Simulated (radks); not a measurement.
The hafnium ion Hf3+, 69 electrons, occupied as [Xe] 4f13.5 5d1 6p0.5 (fractional occupations, a model configuration).

Method: Dirac Kohn-Sham, PBE, spin-unpolarised, spherical densities, finite nucleus; open shells fill j = l - 1/2 first; Fermi nuclear charge, rms radius 5.347 fm; computed with a radial shooting solver on a logarithmic mesh with Libxc functionals.

Energy parts (hartree):
part                       energy
total                 -15093.5429
kinetic                16877.4632
electron-nucleus      -37499.7763
Hartree                 5837.3596
exchange-correlation    -308.5894

Orbitals (lengths in bohr, moments of r in powers of bohr):
orbital  occ.  eigenvalue (hartree)   <1/r>       <r^4>      <r^2>  small-component weight
1s1/2       2             -2396.499   83.78   6.627e-07  0.0004952                7.33e-02
2s1/2       2             -410.6435   20.31   0.0001002   0.007584                1.65e-02
2p1/2       2             -392.3206   20.28  0.00006069   0.005433                1.66e-02
2p3/2       4             -348.5243   17.23  0.00008643   0.006639                1.51e-02
3s1/2       2             -94.54422   7.450    0.003733    0.04968                5.41e-03
3p1/2       2             -86.40439   7.367    0.003312    0.04571                5.35e-03
3p3/2       4             -77.01920   6.580    0.004305    0.05237                4.92e-03
3d3/2       4             -63.21556   6.471    0.002955    0.04080                4.80e-03
3d5/2       6             -61.16876   6.283    0.003202    0.04264                4.68e-03
4s1/2       2             -20.04871   3.125     0.08907     0.2474                1.77e-03
4p1/2       2             -16.71003   3.015     0.09824     0.2563                1.68e-03
4p3/2       4             -14.55864   2.742      0.1281     0.2926                1.51e-03
4d3/2       4              -9.06461   2.524      0.1695     0.3231                1.32e-03
4d5/2       6              -8.66989   2.457      0.1846     0.3371                1.28e-03
4f5/2       6              -1.88362   1.959      0.7371     0.5451                8.62e-04
4f7/2     7.5              -1.81783   1.930      0.7969     0.5646                8.42e-04
5s1/2       2              -3.61549   1.197       2.932      1.412                3.82e-04
5p1/2       2              -2.65053   1.072       4.552      1.730                3.12e-04
5p3/2       4              -2.34724  0.9795       6.155      2.011                2.71e-04
5d3/2       1              -1.10332  0.6961       25.76      3.921                1.40e-04
5d5/2       0              -1.07487  0.6781       28.21      4.109                1.33e-04
6p1/2     0.5              -0.78553  0.4045       176.3      11.10                5.76e-05
6p3/2       0              -0.73873  0.3811       219.0      12.42                5.28e-05

The highest occupied level is 6p1/2 at -21.375 eV. The configuration is held as typed, so some empty levels lie below it. Summed over all electrons, <r^2> = 37.67 bohr^2, which gives a Langevin (diamagnetic) susceptibility term of -29.8 x 10^-6 cm^3/mol. The electron density at the nucleus is 1.209e+06 e/bohr^3.
